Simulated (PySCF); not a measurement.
Ionisation energy of La⁺ by level of theory

La⁺ [Xe] 5d2 (3F) → La²⁺ [Xe] 5d1 (2D), as a difference of total energies. Calculation: PySCF 2.14, in def2-TZVPPD with the def2 core potential (46 electrons) (6s5p3d2f1g, 59 functions); scalar relativity through the core potential. Correlated levels: valence: nothing frozen outside the core potential. The calculations carry no spin-orbit coupling.

```csv
method,ionisation energy (eV)
UHF,10.456
LDA,11.363
PBE,11.338
PBE0,11.276
r2SCAN,11.275
TPSS,11.207
r2SCAN0,11.258
PBEsol,11.290
BP86,11.396
MP2 (valence),10.905
SCS-MP2 (valence),10.817
```

**Question.** How much does correlation contribute at MP2 (valence)?

**Answer.** 10.905 − (10.456) = 0.449 eV, measured against UHF.

The reference lies between the lowest fine-structure levels, while these numbers refer to the centres of the terms.

Errors of the correlated levels include the incompleteness of this basis.

For comparison: 11.185 eV (measured; NIST Atomic Spectra Database, ionization energies).
